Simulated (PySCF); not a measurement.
# Bonding in `CC(C)(C)NP1C=CCC1`

Species: C8H16NP.
Atom-mapped SMILES: `[CH3:1][C:2]([CH3:3])([CH3:4])[NH:5][P:6]1[CH:7]=[CH:8][CH2:9][CH2:10]1` (hydrogens: H11, H12, H13 on C1; H14, H15, H16 on C3; H17, H18, H19 on C4; H20 on N5; H21 on C7; H22 on C8; H23, H24 on C9; H25, H26 on C10)

Geometry (PBE0-D3(BJ)/def2-SVP, Å), atoms numbered from 1 in this order:
```
atom  x, y, z in Å
C1    -2.8591    0.1563   -0.7880
C2    -2.1994    0.1955    0.5899
C3    -2.5998    1.4820    1.3104
C4    -2.6406   -1.0200    1.4153
N5    -0.7426    0.2335    0.4275
P6     0.1098   -1.0035   -0.4178
C7     1.2079   -1.6464    0.9033
C8     2.4098   -1.0547    0.9445
C9     2.6779    0.0106   -0.0804
C10    1.5642   -0.0699   -1.1302
H11   -3.9557    0.1520   -0.6943
H12   -2.5575    1.0328   -1.3811
H13   -2.5597   -0.7475   -1.3400
H14   -2.2795    2.3616    0.7323
H15   -2.1319    1.5360    2.3076
H16   -3.6901    1.5313    1.4503
H17   -2.1619   -1.0075    2.4075
H18   -3.7323   -1.0404    1.5618
H19   -2.3471   -1.9525    0.9069
H20   -0.2719    0.5951    1.2539
H21    0.8921   -2.4146    1.6151
H22    3.1705   -1.3000    1.6951
H23    2.7102    0.9977    0.4172
H24    3.6738   -0.1180   -0.5372
H25    1.9064   -0.6468   -2.0043
H26    1.2194    0.9084   -1.4948
```

Bond orders from the PBE0/pcSseg-1 density (PySCF). The structure is a single PBE0-D3(BJ)/def2-SVP conformer in the gas phase; no vibrational or solvent corrections.

(1) How far do the computed orders between heavy atoms stray from the drawn ones?

(2) Give the Mayer order of every bond between heavy atoms, beside its length.

## Answers

(1) The largest departure is 0.153, at C7–C8 (drawn double, 1.847).

(2) 
```
  bond  drawn as  length (Å)  Mayer order
 C1–C2    single       1.528        1.016
 C2–C3    single       1.528        1.022
 C2–C4    single       1.534        1.011
 C2–N5    single       1.466        0.911
 N5–P6    single       1.724        0.928
 P6–C7    single       1.834        0.951
 C7–C8    double       1.340        1.847
 C8–C9    single       1.502        1.027
C9–C10    single       1.533        1.008
C10–P6    single       1.869        0.959
```

Bonds between the same two heavy elements. C–C: lowest C9–C10 and C2–C4 (1.008, 1.533 Å), highest C7–C8 (1.847, 1.340 Å). C–P: all 2 within 0.02 of one another (0.951 to 0.959). Bonds named together lie within 0.004.

Q: And the bonds to hydrogen?

A: C–H: 0.93 to 0.97 (15 bonds); H–N: 0.92 (1 bond).

Q: Sum the orders of all bonds at each heavy atom with more than one neighbour and set the sums beside the valence in the SMILES.

A: C1 3.884 (drawn 4), C2 3.960 (drawn 4), C3 3.906 (drawn 4), C4 3.881 (drawn 4), N5 2.756 (drawn 3), P6 2.838 (drawn 3), C7 3.759 (drawn 4), C8 3.840 (drawn 4), C9 3.912 (drawn 4), C10 3.850 (drawn 4). Orders between atoms that aren't bonded are not in these sums.

The Mayer order sums products of elements of PS (density times overlap matrix) between the two atoms' basis functions, so it depends on the basis set.
